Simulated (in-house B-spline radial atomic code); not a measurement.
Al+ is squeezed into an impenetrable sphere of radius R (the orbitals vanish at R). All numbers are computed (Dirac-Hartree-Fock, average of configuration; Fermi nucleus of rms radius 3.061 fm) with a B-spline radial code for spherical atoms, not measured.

Energies in eV above the free ion in [Ne] 3s2:

| R (bohr) | highest level (eV) | [Ne] 3s2 | [Ne] 3s1 3p1 | [Ne] 3s1 3d1 |
| --- | --- | --- | --- | --- |
| 8.47 | -17.8 | 0.002665 | 4.662 | 11.35 |
| 6.69 | -17.7 | 0.06108 | 4.808 | 12.18 |
| 5.08 | -17.1 | 0.8246 | 6.024 | 14.89 |
| 4.23 | -15.6 | 3 | 8.881 | 19.07 |
| 3.88 | -14.3 | 5.064 | 11.4 | 22.22 |
| 3.19 | -8.92 | 14.33 | 22.04 | 33.9 |
| 2.8 | -2.28 | 26.38 | 35.19 | 46.96 |
| 2.15 | 25.8 | 80.18 | 90.73 | 97.34 |
| 1.61 | 103 | 244.4 | 251 | 234.9 |
| 1.5 | 136 | 317.7 | 321.1 | 294.7 |

Problem. Does [Ne] 3s1 3p1 fall below [Ne] 3s2 under compression?

Solution. No, it stays above over the whole range.

Problem. Does [Ne] 3s1 3d1 fall below [Ne] 3s2 under compression?

Solution. Yes, between R = 2.15 and 1.61 bohr the order changes (near 1.8 bohr by linear interpolation).

The highest level is first positive in the row R = 2.15 bohr, pushed up by confinement above the zero of the free ion's potential. Each configuration is held fixed and needn't be the lowest in the sphere.
